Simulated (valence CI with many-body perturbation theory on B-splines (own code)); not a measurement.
Os37+: calculated level list

Level of theory: configuration interaction combined with many-body perturbation theory (CI+MBPT): three valence electrons over a frozen Dirac-Fock core [Kr], radial functions for each j: 7 s, 7 p, 8 d, 6 f, 4 g, 1 h, with the one-electron correlation potential Σ1, the two-electron term Σ2, the three-electron term Σ3, Breit, model QED; selected CI, second order for the rest, scaled by the run's own slope (own B-spline code, finite nucleus).

The last digits are not significant, and no measured levels were compared; by estimate large intervals hold to a few tenths of a per cent, small ones and those within an open d or f shell to about a per cent. The list stops below the first excitations out of the core.

Levels 1 to 19 of 19, with energies above the lowest level, (4d3/2^3) J=3/2. "Leading %" is the weight of the configuration and term that name the level; weights of strongly mixed levels are sums over their largest components and can fall short. In the jj column 3d3/2^4 stands for four electrons in 3d with j = 3/2. Lifetimes count E1, E2, E3, M1 and M2 decay at the calculated energies, and are blank where another channel may lead or the interval is too uncertain; long ones can be off by a factor of two.

```tsv
No.	Configuration	Term	J	E (eV)	Leading %	g	Second component	Lifetime	Leading jj
1	4d3	4F	3/2	0.000	48	0.698	37 % 4d3 2D		4d3/2^3 (97 %)
2	4d3	4F	5/2	17.799	84	1.054	14 % 4d3 2D	13.5 μs	4d3/2^2 4d5/2 (98 %)
3	4d3	4P	3/2	20.262	39	1.197	30 % 4d3 4F	16.6 μs	4d3/2^2 4d5/2 (98 %)
4	4d3	2G	7/2	21.849	47	1.052	36 % 4d3 4F	1.94 ms	4d3/2^2 4d5/2 (95 %)
5	4d3	2H	9/2	22.158	44	1.047	42 % 4d3 2G	8.81 s	4d3/2^2 4d5/2 (99 %)
6	4d3	4P	1/2	22.349	59	1.850	41 % 4d3 2P	43.8 μs	4d3/2^2 4d5/2 (100 %)
7	4d3	4P	5/2	30.846	40	1.284	38 % 4d3 2D	90.8 μs	4d3/2^2 4d5/2 (92 %)
8	4d3	4F	7/2	39.348	62	1.109	35 % 4d3 2G	7.01 μs	4d3/2 4d5/2^2 (97 %)
9	4d3	4F	9/2	41.179	52	1.138	42 % 4d3 2H	12.2 μs	4d3/2 4d5/2^2 (97 %)
10	4d3	4P	3/2	42.928	41	1.126	39 % 4d3 2D	5.69 μs	4d3/2 4d5/2^2 (99 %)
11	4d3	2P	1/2	44.093	59	1.478	41 % 4d3 4P	8.92 μs	4d3/2 4d5/2^2 (100 %)
12	4d3	2D	5/2	44.832	41	1.263	34 % 4d3 4P	11.5 μs	4d3/2 4d5/2^2 (92 %)
13	4d3	2H	11/2	45.097	100	1.087		28.9 μs	4d3/2 4d5/2^2 (100 %)
14	4d3	2D	5/2	47.907	45	1.102	40 % 4d3 2F	18.0 μs	4d3/2 4d5/2^2 (97 %)
15	4d3	2F	7/2	48.481	81	1.095	18 % 4d3 2G	22.1 μs	4d3/2 4d5/2^2 (98 %)
16	4d3	2D	3/2	55.766	73	0.922	21 % 4d3 2P	9.78 μs	4d3/2 4d5/2^2 (91 %)
17	4d3	2G	9/2	62.523	52	1.156	34 % 4d3 4F	5.73 μs	4d5/2^3 (98 %)
18	4d3	2D	3/2	67.911	50	1.101	36 % 4d3 2P	5.42 μs	4d5/2^3 (92 %)
19	4d3	2D	5/2	72.024	62	1.163	22 % 4d3 2F	4.15 μs	4d5/2^3 (95 %)
```

The ionisation energy to 4d2 3F_2 of the next ion comes out as 1662.2 eV (NIST: 1660 ± 4 eV (theoretical)). All 19 levels together are meant to be complete up to 131.439 eV.
